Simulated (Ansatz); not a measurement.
C6H14N, doublet, at a GFN2-xTB geometry. Base run: Ansatz (a first-principles code) with PBE/STO-3G.

Ansatz was given this input:
Ansatz 0.2 input:
```yaml
crystal:
  periodic: [false, false, false]
  atoms:
    - {symbol: C, position_ang: [1.25073575, -0.22029406, 1.31819485]}
    - {symbol: C, position_ang: [1.06810853, 0.48401587, 0.03510784]}
    - {symbol: C, position_ang: [2.38487524, 0.57355634, -0.75095889]}
    - {symbol: N, position_ang: [0.10208100, -0.18614322, -0.85525124]}
    - {symbol: C, position_ang: [-1.28824538, -0.30283533, -0.44774818]}
    - {symbol: C, position_ang: [-1.53781860, -1.34593987, 0.64874151]}
    - {symbol: C, position_ang: [-1.86452166, 1.05146623, -0.04283640]}
    - {symbol: H, position_ang: [0.93653195, 0.20546313, 2.25134254]}
    - {symbol: H, position_ang: [1.64158266, -1.22107586, 1.32226492]}
    - {symbol: H, position_ang: [0.69653199, 1.49778190, 0.20481946]}
    - {symbol: H, position_ang: [2.80130240, -0.41979166, -0.90276283]}
    - {symbol: H, position_ang: [2.20025197, 1.02807490, -1.72044134]}
    - {symbol: H, position_ang: [3.10706355, 1.17319695, -0.20362592]}
    - {symbol: H, position_ang: [0.45841306, -1.10662090, -1.09441076]}
    - {symbol: H, position_ang: [-1.81369641, -0.63651525, -1.35528585]}
    - {symbol: H, position_ang: [-1.20072879, -2.32951303, 0.32529064]}
    - {symbol: H, position_ang: [-0.98657482, -1.07149786, 1.54738064]}
    - {symbol: H, position_ang: [-2.59777852, -1.40440262, 0.88434327]}
    - {symbol: H, position_ang: [-1.59675545, 1.80536851, -0.77828276]}
    - {symbol: H, position_ang: [-1.49118447, 1.35585629, 0.93165413]}
    - {symbol: H, position_ang: [-2.94832961, 0.98686321, 0.01146796]}
basis:
  gaussian:
    orbitals: STO-3G
hamiltonian:
  xc: pbe
magnetization: {spin_polarized: true, initial_magnetization: 1}
```

The bond that is stretched is that between atoms 21 and 7. A test that says stable can miss a lower solution.

The base run was repeated with changes; each row names its change, and settings that it needs were set with it.

```tsv
change	ΔE vs base (eV)	<S^2>	stability test says
base	0.00	0.753	minimum
spin_polarized = on; lower_state_search = off	0.00	0.753	undecided (no full test)
spin_polarized = on; lower_state_search = standard	0.00	0.753	minimum
bond × 1.25	0.83	0.753	minimum
spin_polarized = on; lower_state_search = off; bond × 1.25	0.83	0.753	undecided (no full test)
spin_polarized = on; lower_state_search = standard; bond × 1.25	0.83	0.753	minimum
bond × 1.5	2.44	0.753	minimum
spin_polarized = on; lower_state_search = off; bond × 1.5	2.44	0.753	undecided (no full test)
spin_polarized = on; lower_state_search = standard; bond × 1.5	2.44	0.753	minimum
bond × 1.8	4.32	0.753	minimum
spin_polarized = on; lower_state_search = off; bond × 1.8	4.32	0.753	undecided (no full test)
spin_polarized = on; lower_state_search = standard; bond × 1.8	4.32	0.753	minimum
bond × 2.2	5.77	1.486	minimum
spin_polarized = on; lower_state_search = off; bond × 2.2	5.77	1.486	undecided (no full test)
spin_polarized = on; lower_state_search = standard; bond × 2.2	5.77	1.486	minimum
bond × 3.0	6.15	1.742	minimum
spin_polarized = on; lower_state_search = off; bond × 3.0	6.16	1.749	undecided (no full test)
spin_polarized = on; lower_state_search = standard; bond × 3.0	6.15	1.742	minimum
```

On stretching, the SCF can end on different states; <S^2> shows the spin contamination of each.
